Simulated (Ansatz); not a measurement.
Start from `OC[CH2][GaH2]` and change one atom or group to get `OCCCS`.

Ansatz, PBE0-D4/def2-TZVP geometries, multiplicity 1. Each molecule was computed in one conformer, which needn't be the lowest. `OC[CH2][GaH2]` holds a close contact that its SMILES doesn't draw: Ga···O 2.21 Å.

Scalar relativity is left out up to krypton.

| property | `OC[CH2][GaH2]` |
| --- | --- |
| HOMO energy (PBE/def2-TZVPP) / eV | -6.09 |
| HOMO–LUMO gap (B3LYP/def2-TZVPP) / eV | 6.43 |
| LUMO energy (PBE0/def2-TZVPP) / eV | -0.34 |
| HOMO–LUMO gap (PBE/def2-TZVPP) / eV | 4.92 |
| size of the dipole moment (PBE/def2-TZVPP) / D | 2.91 |
| HOMO energy (B3LYP/def2-TZVPP) / eV | -7.06 |

(1) Give the same properties after the change, and the shifts. (Estimate.)

Results:

(1) Computed: 
```tsv
property	`OCCCS`	shift
HOMO energy (PBE/def2-TZVPP) / eV	-5.57	0.52
HOMO–LUMO gap (B3LYP/def2-TZVPP) / eV	6.71	0.28
LUMO energy (PBE0/def2-TZVPP) / eV	0.40	0.74
HOMO–LUMO gap (PBE/def2-TZVPP) / eV	5.05	0.13
size of the dipole moment (PBE/def2-TZVPP) / D	0.58	-2.33
HOMO energy (B3LYP/def2-TZVPP) / eV	-6.61	0.45
```

With PBE0 the HOMO rises by 0.42 eV and the LUMO rises by 0.74 eV, so the gap widens by about 0.32 eV. PBE moves the HOMO by 0.52 eV and ωB97M-V by 0.37 eV. Dipoles are sizes alone; their direction can turn.

B3LYP here is the variant with VWN-RPA as its local correlation; programs differ in this.
